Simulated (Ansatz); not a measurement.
Basis-set extrapolation for `[AlH2][Al]([Cl])[Cl]` (PBE0-D4/def2-TZVP geometry, frozen core, the Gaussian-basis code of Ansatz). Multiplicity 1, RHF reference.

```csv
,def2-TZVPP,def2-QZVPP
HF,-1404.178113,-1404.217541
MP2 correlation,-0.519242,-0.570886
CCSD(T) correlation,-0.597535,not run
```

Energies in hartree. Use E(X) = E(∞) + A·exp(−7.88·√X) for Hartree–Fock and E(X) = E(∞) + B·X^(−2.97) for correlation, with X = 3 and 4, and add CCSD(T) minus MP2 of the smaller set to the MP2 limit.

Task: What is the CCSD(T) energy at the basis-set limit?

Result: HF limit: -1404.217541 + (-0.039428) × 0.13774 = -1404.22297. MP2 limit: -0.570886 + (-0.051644) × 0.74074 = -0.60914. Higher-order term: -0.597535 − (-0.519242) = -0.07829. Total: -1404.91040 hartree, 3.67 eV below CCSD(T)/def2-TZVPP.
